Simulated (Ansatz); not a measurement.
Relaxation of ClF$_{3}$H$_{2}$OTi (8 atoms, charge 0, multiplicity 1), to a largest force component of 0.03 eV/Å in at most 50 steps.

Level of theory: RKS PBE0/def2-SVP (Ansatz).

```xyz
8
Properties=species:S:1:pos:R:3
Ti -0.175 -0.138 -0.118
F -0.264 -0.123 1.668
F 1.452 -0.156 -0.676
Cl -1.385 1.402 -1.051
F -0.843 -1.641 -0.615
O 1.144 2.258 1.358
H 2.063 1.969 1.397
H 0.708 1.724 2.059
```

Where does it end, and by what steps?

The run converged. After 7 steps the energy has fallen by 0.405 eV; O6 moved furthest, 0.53 Å. Joined: Ti1–O6 (3.11 → 2.29 Å).

| step | energy less start (eV) | largest force component (eV/Å) | accepted |
| --- | --- | --- | --- |
| 0 | 0.0000 | 1.380 | yes |
| 1 | -0.0908 | 1.281 | yes |
| 2 | -0.2436 | 1.579 | yes |
| 3 | -0.3618 | 1.063 | yes |
| 4 | -0.3953 | 0.326 | yes |
| 5 | -0.4024 | 0.245 | yes |
| 6 | -0.4052 | 0.045 | yes |
| 7 | -0.4054 | 0.008 | yes |

```xyz
8
Properties=species:S:1:pos:R:3
Ti -0.063 0.060 0.078
F -0.449 -0.248 1.755
F 1.598 -0.048 -0.457
Cl -1.327 1.530 -0.948
F -0.647 -1.417 -0.599
O 0.916 1.836 1.136
H 1.867 1.829 0.967
H 0.804 1.753 2.092
```

The run took 22 s on 4 threads of Arm Neoverse V1 (shared host), peak memory 0.31 GiB.
